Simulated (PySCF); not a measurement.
Computed shifts of a molecule C₄H₆O, KT2/pcSseg-1 run with PySCF, GIAO, gas phase, equivalent atoms averaged, in ppm (number of nuclei): ¹³C: 194.6 (1), 25.0 (1), 18.2 (2). ¹H: 10.42 (1), 1.83 (1), 1.51 (2), 1.25 (2). References: ¹⁷O against H2O (σ = 330.4 ppm); ¹³C against TMS (σ = 185.1 ppm); ¹H against TMS (σ = 31.47 ppm), references at their B3LYP-D3(BJ)/def2-TZVP geometries, non-relativistic. Geometry: B3LYP-D3(BJ)/def2-SVP. The values are those of a single conformer.

Pick the molecule that these values belong to.
A) C=C1COC1
B) O=CC1CC1
C) O=C1CCC1
D) C=CCC=O

B, O=CC1CC1
